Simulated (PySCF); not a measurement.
Ga(Me)3, SMILES [CH3][Ga]([CH3])[CH3] (C3H9Ga), singlet, PBE0/def2-SVP optimised geometry.

```
13

Ga    -0.17    -0.13     0.00
C     -1.15     1.58     0.00
H     -1.77     1.66     0.91
H     -1.85     1.62    -0.86
H     -0.50     2.46    -0.04
C     -1.15    -1.84     0.00
H     -0.85    -2.46     0.87
H     -0.90    -2.43    -0.90
H     -2.25    -1.72     0.03
C      1.81    -0.13     0.00
H      2.25    -1.14    -0.01
H      2.19     0.39     0.89
H      2.19     0.42    -0.87
```

Density from PBE0/def2-TZVP run with PySCF at that geometry.

Minimum of the electron density along straight lines between bonded atoms, close to the bond critical point (lines longer than 1.1 times the sum of covalent radii, or with two minima, are not listed):

```
bond     length / Å  ρ at the minimum / e bohr⁻³  ∇²ρ there / e bohr⁻⁵  position (fraction from the first atom)
-------  ----------  ---------------------------  --------------------  ---------------------------------------
Ga1–C2        1.977                        0.112                  0.20                                     0.48
C2–H3         1.103                        0.263                 -0.85                                     0.64
C2–H4         1.103                        0.263                 -0.85                                     0.64
C2–H5         1.100                        0.267                 -0.87                                     0.64
Ga1–C6        1.977                        0.112                  0.20                                     0.48
C6–H7         1.103                        0.263                 -0.85                                     0.64
C6–H8         1.103                        0.263                 -0.85                                     0.64
C6–H9         1.100                        0.267                 -0.87                                     0.64
Ga1–C10       1.977                        0.112                  0.20                                     0.48
C10–H11       1.100                        0.267                 -0.87                                     0.64
C10–H12       1.103                        0.263                 -0.85                                     0.64
C10–H13       1.103                        0.263                 -0.85                                     0.64
```
